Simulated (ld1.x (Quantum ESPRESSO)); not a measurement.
Ga: one change to an ultrasoft potential, before and after

* Element: gallium
* Generator: ld1.x (Quantum ESPRESSO) 7.5
* Type: ultrasoft
* Functional: PBE
* Relativity: scalar-relativistic
* Frozen core: [Ar] 3d10
* Valence charge: 3
* Reference configuration: 4s2 4p0.75 (charge +0.25)
* Partial waves: 4s (bound): rcut 1.50, rcutus 1.90 bohr; 4s channel at 0.6 Ry: rcut 1.50, rcutus 1.90 bohr; 4p (bound): rcut 1.65, rcutus 2.15 bohr; 4p channel at 0.7 Ry: rcut 1.65, rcutus 2.15 bohr; 4d channel at 0.2 Ry: rcut 1.80, rcutus 2.05 bohr
* Local potential: all-electron potential smoothed inside 1.90 bohr (lloc = -2)
* Core correction: Bessel-smoothed model core, default radius (core density twice the valence density)
* Augmentation charge: built from norm-conserving waves at rcut, not smoothed further

Change: all radii but the core radius scaled by about 1.34 (s 2.54, p 2.88, d 2.74 bohr, rcut 2.00/2.22/2.42); local potential all-electron potential smoothed inside 2.54 bohr (lloc = -2).

Cutoffs: the cutoffs (Ry, on a coarse ladder) from which the occupation-weighted sum of valence levels, in a spherical-Bessel basis at the reference potential, stays within 10 and 1 mRy of its value at 400 Ry; they do not see the model core or the augmentation charge, which bear on the density cutoff. Errors are all-electron minus pseudo energies relative to the spin-unpolarised reference configuration.

**Question.** Predict the effect on cutoff, ghosts and configuration errors.

**Answer.** Both files are very soft, the changed one slightly softer (loose and tight cutoff 8 and 10 Ry → 6 and 8 Ry on this coarse ladder); the errors of the 7 common tests hardly move; neither file shows a bound ghost.

| quantity | base | changed |
| --- | --- | --- |
| cutoff, loose | 8 Ry | 6 Ry |
| cutoff, tight | 10 Ry | 8 Ry |
| bound ghosts | none | none |
| error for 4s2 4p1, meV [ΔE -0.82 eV] | -0.2 | -0.2 |
| error for 4s2 4p0, meV [ΔE 4.86 eV] | -8.7 | -8.7 |
| error for 4s1 4p0, meV [ΔE 25.99 eV] | -172 | -170 |
| error for 4s0 4p3, meV [ΔE 12.55 eV] | -63 | -72 |
| error for 4s2 4p1.3, meV [ΔE -1.36 eV] | -0.8 | -0.8 |
| error for 4s1 4p1, meV [ΔE 12.24 eV] | -45 | -47 |
| error for 4s1 4p2, meV [ΔE 5.71 eV] | -15 | -17 |
| lowest overlap eigenvalue by channel | s 0.37, p 0.62, d 1.00 | s 0.44, p 0.77, d 1.00 |
